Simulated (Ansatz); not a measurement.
`[NH2][GaH][SiH2]O` → `[NH2][GaH2]` + `O[SiH]`  (silylene formation by 1,1-elimination)

Calculated with Ansatz (gas phase, PBE0-D4/def2-TZVP geometries, no zero-point term in ΔE). CCSD(T)/CBS is the MP2 limit (def2-TZVPP, def2-QZVPP) plus CCSD(T) − MP2 in def2-TZVPP, frozen cores. This one scheme is used for every species. Functionals use def2-TZVPP. For Ga outer-core shells are correlated without core-valence functions, which leaves a few kJ/mol of doubt a bond. Scalar relativity is left out up to krypton. One conformer a species, not always the lowest.

```csv
level,ΔE (kJ/mol)
PBE-D4,194.0
SCS-MP2/def2-TZVPP,186.8
```

**Question.** What does CCSD(T)/CBS give? (An estimate is asked.)

**Answer.** Computed: +192.3 kJ/mol. The listed levels differ from it by 1.7, -5.5 kJ/mol.

Largest T1 diagnostic among the species: 0.016.

In def2-TZVPP, CCSD(T) changes the Hartree–Fock value by +8.3 kJ/mol (the triples alone add +1.6 kJ/mol) and MP2 by +20.2 kJ/mol. From PBE to PBE0 (25 % exact exchange), in def2-TZVPP and without D4, ΔE moves by +11.4 kJ/mol.
